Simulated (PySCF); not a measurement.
AgCl, charge +1, doublet, geometry from GFN2-xTB (such geometries of metal compounds can be far from the true shape) (the multiplicity is a formal guess) (core potentials on Ag). Base run: PySCF with PBE0/def2-SVP.

Input for PySCF:
```python
from pyscf import gto, scf, dft

mol = gto.Mole()
mol.atom = '''
    Ag   -0.000000   -0.000000   -0.607686
    Cl    0.000000    0.000000    1.680074
'''
mol.basis = 'def2-svp'
mol.ecp = {'Ag': 'def2-svp'}
mol.charge = 1
mol.spin = 1
mol.verbose = 4
mol.build()

mf = dft.UKS(mol)
mf.xc = 'pbe0'
mf.kernel()
mf.analyze()
```

Each row names what was changed in the base input (with any setting that the change needs).

```csv
change,basis functions,E (Eh),HOMO (eV)
base,49,-606.51590,-15.49
basis = jorge-DZP-DKH; relativity = spin-free X2C; nucleus = Gaussian (with mol.nucmod = 'G'; without mol.ecp = {'Ag': 'def2-svp'}),72,-5773.38557,-14.59
basis = jorge-DZP-DKH; relativity = spin-free X2C (without mol.ecp = {'Ag': 'def2-svp'}),72,-5773.48265,-14.59
basis = x2c-TZVPall; relativity = spin-free X2C; nucleus = Gaussian (with mol.nucmod = 'G'; without mol.ecp = {'Ag': 'def2-svp'}),100,-5776.20018,-15.00
basis = x2c-TZVPall; relativity = spin-free X2C (without mol.ecp = {'Ag': 'def2-svp'}),100,-5776.29471,-15.00
basis = ANO-RCC-VDZP; relativity = none (without mol.ecp = {'Ag': 'def2-svp'}),61,-5540.27550,-15.08
basis = ANO-RCC-VDZP; relativity = spin-free X2C (without mol.ecp = {'Ag': 'def2-svp'}),61,-5776.16875,-15.04
basis = jorge-DZP-DKH; relativity = none (without mol.ecp = {'Ag': 'def2-svp'}),72,-5621.32808,-14.73
basis = x2c-TZVPall; relativity = none (without mol.ecp = {'Ag': 'def2-svp'}),100,-5584.59277,-15.37
basis = ANO-RCC-VDZP; relativity = spin-free X2C; nucleus = Gaussian (with mol.nucmod = 'G'; without mol.ecp = {'Ag': 'def2-svp'}),61,-5776.05621,-15.04
```

Absolute energies of different levels of theory aren't comparable as measures of quality.

Open shells are given as the SCF converged; they aren't shown to be the lowest states, and a large step between rows can be another state.

Basis sets contracted for a relativistic Hamiltonian are a mismatch without it, so the rows without relativity aren't non-relativistic limits. No row has spin-orbit coupling; sets with core potentials leave out the core electrons.
